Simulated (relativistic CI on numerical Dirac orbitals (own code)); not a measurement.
# Magnetism of W4+, 5d2, in a crystal field

Calculated by Dirac-Coulomb-Breit CI, KLI orbitals optimised for each configuration, QED by a radiative potential, valence Slater integrals scaled by 0.9, one configuration in a parametric crystal field (own radial code). With so little scaling, terms lie 10 to 35 % too far apart, which can change the order of excited levels.

Field parameters in Wybourne normalisation: D3d B²₀ = −7Dσ, B⁴₀ = −14Dq − 21Dτ, B⁴₃ = −14√(10/7) Dq; D4h B²₀ = −7Ds, B⁴₀ = 21(Dq − Dt), B⁴₄ = 21√(5/14) Dq; Oh B⁴₀ = 21Dq, B⁴₄ = √(5/14) B⁴₀; Td as Oh with Dq negative (B⁴₀ = 21Dq, B⁴₄ = √(5/14) B⁴₀). The field is a parameter set, without covalency.

S is read from ⟨S²⟩ = S(S + 1).

Powder χT (cm³ K mol⁻¹) by Van Vleck's formula, with temperature-independent terms:

```
                                       Field       2 K       5 K     10 K     20 K     50 K   100 K   200 K   300 K
D3d, 10Dq = 17150, Dσ = -590, Dτ = -330 cm⁻¹    0.0595    0.0756   0.0952    0.112    0.126   0.138   0.158   0.178
  D3d, 10Dq = 41700, Dσ = -520, Dτ = 60 cm⁻¹    0.0235    0.0278   0.0349   0.0483   0.0741  0.0953   0.124   0.148
 D4h, 10Dq = 19800, Ds = -650, Dt = 970 cm⁻¹  0.000222  0.000554  0.00111  0.00222  0.00554  0.0111  0.0227  0.0386
D4h, 10Dq = 33050, Ds = 1650, Dt = -410 cm⁻¹   0.00172   0.00429  0.00858   0.0172   0.0429  0.0859   0.178   0.267
 D4h, 10Dq = 41500, Ds = 2130, Dt = 630 cm⁻¹   0.00107   0.00268  0.00537   0.0107   0.0269   0.054   0.115   0.175
                       Oh, 10Dq = 19550 cm⁻¹  0.000325  0.000813  0.00163  0.00325  0.00813  0.0164  0.0375  0.0644
                       Oh, 10Dq = 25650 cm⁻¹  0.000416   0.00104  0.00208  0.00416   0.0104  0.0214  0.0499  0.0806
                      Td, 10Dq = -18000 cm⁻¹     0.433     0.434    0.434    0.435    0.439   0.444   0.455   0.466
```

(1) For Oh, 10Dq = 25650 cm⁻¹: what effective moment follows at 300 K?

Results:

(1) μ_eff = √(8χT) = 0.80 μB. The ground level has S = 0.97; the spin-only moment for S = 1 is 2.83 μB. The difference comes from the orbital moment, spin-orbit mixing of terms and temperature-independent paramagnetism, all larger in this ionic model than in covalent complexes.
